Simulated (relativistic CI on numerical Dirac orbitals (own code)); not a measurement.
# Forbidden lines of Gd22+

Computed by Dirac-Coulomb-Breit CI, KLI orbitals optimised for each configuration, model QED (radiative potential, 1s self-energy scaled to tabulated hydrogen-like ionisation energies), unscaled Slater integrals (own radial code, finite nucleus).

CI space (outside the closed core [Ar] 3d10): 4s²4p⁶4d⁶, 4s²4p⁵4d⁷, 4s²4p⁶4d⁵4f, 4s4p⁶4d⁷, 4s²4p⁵4d⁶4f, 4s²4p⁶4d⁵5s, 4s4p⁶4d⁶4f, 4s²4p⁶4d⁵5p, 4s²4p⁶4d⁴4f5s, 4s²4p⁶4d⁵5d, 4s²4p⁵4d⁶5s, 4s²4p⁶4d⁴5s5p, 4s²4p⁶4d⁵5f, 4s²4p⁶4d⁵6s, 4s4p⁶4d⁶5s, 4s²4p⁶4d⁵7s, 4p⁶4d⁷5p, 4p⁶4d⁸, 4p⁵4d⁹, 4p⁵4d⁸4f, 4s²4p⁶4d⁴5s², 4s²4p⁶4d³4f5s², 4s²4p⁵4d⁴4f5s², 4s4p⁶4d⁴4f5s². Double excitations out of closed p, d and f shells are left out; levels of such configurations are missing from the list, as are those of other unlisted configurations, and high levels can miss mixing partners. These lack a partner that the ground configuration has and come out too high: 4s²4p⁵4d⁶5s.

| λ vac (Å) | Lower | Upper | Type | A (s⁻¹) | log gf |
| --- | --- | --- | --- | --- | --- |
| 636.20 | 4s²4p⁶4d⁶ ⁵D3 [3] | 4s²4p⁶4d⁶ ³F2 [27] | M1 | 7.64e+02 | -6.64 |
| 762.62 | 4s²4p⁶4d⁶ ⁵D4 [1] | 4s²4p⁶4d⁶ ³D3 [19] | M1 | 1.35e+03 | -6.08 |
| 787.23 | 4s²4p⁶4d⁶ ⁵D3 [3] | 4s²4p⁶4d⁶ ¹D2 [25] | M1 | 1.25e+03 | -6.24 |
| 810.52 | 4s²4p⁶4d⁶ ⁵D4 [1] | 4s²4p⁶4d⁶ ³F4 [16] | M1 | 9.93e+02 | -6.06 |
| 898.48 | 4s²4p⁶4d⁶ ³P2 [2] | 4s²4p⁶4d⁶ ³D3 [19] | M1 | 4.71e+02 | -6.40 |
| 911.95 | 4s²4p⁶4d⁶ ⁵D1 [5] | 4s²4p⁶4d⁶ ³P1 [23] | M1 | 1.67e+03 | -6.20 |
| 973.86 | 4s²4p⁶4d⁶ ³P2 [2] | 4s²4p⁶4d⁶ ³D2 [15] | M1 | 1.09e+03 | -6.11 |
| 987.03 | 4s²4p⁶4d⁶ ³F2 [9] | 4s²4p⁶4d⁶ ³P1 [26] | M1 | 3.13e+03 | -5.86 |
| 1008.5 | 4s²4p⁶4d⁶ ⁵D3 [3] | 4s²4p⁶4d⁶ ¹F3 [20] | M1 | 2.02e+03 | -5.67 |
| 1072.7 | 4s²4p⁶4d⁶ ³G5 [8] | 4s²4p⁶4d⁶ ¹G4 [24] | M1 | 2.53e+03 | -5.41 |
| 1092.9 | 4s²4p⁶4d⁶ ⁵D3 [3] | 4s²4p⁶4d⁶ ³D3 [19] | M1 | 9.87e+02 | -5.91 |
| 1114.2 | 4s²4p⁶4d⁶ ⁵D4 [1] | 4s²4p⁶4d⁶ ³F3 [10] | M1 | 1.63e+03 | -5.67 |
| 1115.5 | 4s²4p⁶4d⁶ ⁵D2 [11] | 4s²4p⁶4d⁶ ³P1 [26] | M1 | 1.14e+04 | -5.20 |
| 1141.2 | 4s²4p⁶4d⁶ ³H4 [6] | 4s²4p⁶4d⁶ ³G3 [22] | M1 | 1.36e+03 | -5.73 |
| 1206.5 | 4s²4p⁶4d⁶ ⁵D3 [3] | 4s²4p⁶4d⁶ ³D2 [15] | M1 | 7.74e+02 | -6.07 |
| 1212.2 | 4s²4p⁶4d⁶ ³H4 [6] | 4s²4p⁶4d⁶ ¹F3 [20] | M1 | 8.74e+02 | -5.87 |
| 1255.7 | 4s²4p⁶4d⁶ ³D1 [13] | 4s²4p⁶4d⁶ ³F2 [27] | M1 | 1.39e+03 | -5.78 |
| 1260.5 | 4s²4p⁶4d⁶ ³F2 [9] | 4s²4p⁶4d⁶ ¹D2 [25] | M1 | 1.32e+03 | -5.80 |
| 1300.3 | 4s²4p⁶4d⁶ ³F3 [10] | 4s²4p⁶4d⁶ ¹D2 [25] | M1 | 1.22e+03 | -5.81 |
| 1319.6 | 4s²4p⁶4d⁶ ³F3 [10] | 4s²4p⁶4d⁶ ¹G4 [24] | M1 | 8.77e+02 | -5.69 |
| 1336.1 | 4s²4p⁶4d⁶ ³H4 [6] | 4s²4p⁶4d⁶ ³D3 [19] | M1 | 6.10e+02 | -5.94 |
| 1346.0 | 4s²4p⁶4d⁶ ³D2 [15] | 4s²4p⁶4d⁶ ³F2 [27] | M1 | 1.77e+03 | -5.62 |
| 1383.0 | 4s²4p⁶4d⁶ ⁵D4 [1] | 4s²4p⁶4d⁶ ³G5 [8] | M1 | 4.69e+02 | -5.83 |
| 1417.5 | 4s²4p⁶4d⁶ ⁵D1 [5] | 4s²4p⁶4d⁶ ¹S0 [14] | M1 | 1.08e+04 | -5.49 |
| 1421.2 | 4s²4p⁶4d⁶ ⁵D0 [4] | 4s²4p⁶4d⁶ ³D1 [13] | M1 | 1.35e+03 | -5.91 |
| 1473.2 | 4s²4p⁶4d⁶ ³H6 [7] | 4s²4p⁶4d⁶ ¹I6 [21] | M1 | 1.80e+03 | -5.12 |
| 1477.9 | 4s²4p⁶4d⁶ ⁵D2 [11] | 4s²4p⁶4d⁶ ¹D2 [25] | M1 | 1.27e+03 | -5.68 |
| 1481.6 | 4s²4p⁶4d⁶ ³P2 [2] | 4s²4p⁶4d⁶ ³F2 [9] | M1 | 2.04e+03 | -5.47 |
| 1483.7 | 4s²4p⁶4d⁶ ³G5 [8] | 4s²4p⁶4d⁶ ¹I6 [21] | M1 | 7.76e+02 | -5.48 |
| 1490.4 | 4s²4p⁶4d⁶ ³H4 [6] | 4s²4p⁶4d⁶ ³F4 [16] | M1 | 3.16e+03 | -5.02 |
| 1501.8 | 4s²4p⁶4d⁶ ¹S0 [14] | 4s²4p⁶4d⁶ ³P1 [26] | M1 | 3.11e+03 | -5.50 |
| 1684.6 | 4s²4p⁶4d⁶ ⁵D3 [3] | 4s²4p⁶4d⁶ ⁵D2 [11] | M1 | 5.76e+03 | -4.91 |
| 1709.2 | 4s²4p⁶4d⁶ ³H4 [6] | 4s²4p⁶4d⁶ ³H4 [12] | M1 | 1.95e+03 | -5.11 |
| 1723.2 | 4s²4p⁶4d⁶ ¹F3 [20] | 4s²4p⁶4d⁶ ³F2 [27] | M1 | 1.29e+03 | -5.54 |
| 1734.7 | 4s²4p⁶4d⁶ ³H6 [7] | 4s²4p⁶4d⁶ ³H5 [18] | M1 | 2.05e+03 | -4.99 |
| 1749.2 | 4s²4p⁶4d⁶ ³G5 [8] | 4s²4p⁶4d⁶ ³H5 [18] | M1 | 1.04e+03 | -5.28 |
| 1767.3 | 4s²4p⁶4d⁶ ³F2 [9] | 4s²4p⁶4d⁶ ³G3 [22] | M1 | 6.41e+02 | -5.68 |
| 1776.8 | 4s²4p⁶4d⁶ ⁵D4 [1] | 4s²4p⁶4d⁶ ³H4 [6] | M1 | 2.77e+03 | -4.93 |
| 1846.5 | 4s²4p⁶4d⁶ ³F3 [10] | 4s²4p⁶4d⁶ ³G3 [22] | M1 | 1.58e+03 | -5.25 |
| 1958.1 | 4s²4p⁶4d⁶ ³G5 [8] | 4s²4p⁶4d⁶ ³F4 [16] | M1 | 1.42e+03 | -5.13 |
| 1995.0 | 4s²4p⁶4d⁶ ⁵D3 [3] | 4s²4p⁶4d⁶ ³F3 [10] | M1 | 4.57e+02 | -5.72 |
| 2106.0 | 4s²4p⁶4d⁶ ⁵D1 [5] | 4s²4p⁶4d⁶ ⁵D2 [11] | M1 | 8.38e+02 | -5.55 |
| 2282.9 | 4s²4p⁶4d⁶ ³F2 [9] | 4s²4p⁶4d⁶ ³D3 [19] | M1 | 6.69e+02 | -5.44 |
| 2523.6 | 4s²4p⁶4d⁶ ⁵D4 [1] | 4s²4p⁶4d⁶ ⁵D3 [3] | M1 | 1.69e+03 | -4.95 |
| 3156.8 | 4s²4p⁶4d⁶ ³P2 [2] | 4s²4p⁶4d⁶ ⁵D1 [5] | M1 | 1.48e+03 | -5.18 |

Terms are leading LS components. Brackets give the number of a level in order of energy, since labels repeat. The list gives strong lines, with weight on those to low levels, among the lowest 400 of 9591 levels, so that lines to higher ones, which can be the strongest, are missing. Levels whose partners in the same complex of configurations lie outside the list can be far off, and so can their lines. Rates are taken at the computed energies, electric ones in the length gauge.

At this charge energies of transitions that change n are usually good to better than 1 %, and those within a shell (Δn = 0) to a few per cent. Terms inside the open d or f shell come out 10 to 20 % too wide with unscaled integrals.

LS names give the leading component of a level, which can be under half, so a name can repeat, a term be missing and a line seem to break the LS rules.
